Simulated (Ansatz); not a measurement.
C4H6Ge, SMILES `C1=[CH][GeH2][CH]=C1`, charge 0, multiplicity 1.

(1) Give a relaxed structure at PBE0-D4/def2-TZVP (Ansatz 0.2.0). (An estimate is asked.)

Answers

(1) Ansatz gave: 
Cartesian coordinates in Å:
```
C 0.777 1.013 -0.447
C 1.304 -0.214 -0.357
Ge -0.091 -1.389 0.313
C -1.310 0.123 0.378
C -0.632 1.195 -0.050
H 1.343 1.873 -0.798
H 2.328 -0.437 -0.627
H 0.213 -2.017 1.683
H -0.510 -2.498 -0.666
H -2.345 0.166 0.688
H -1.076 2.185 -0.117
```
Point group C2v.
This is one stationary point; other conformers may exist.
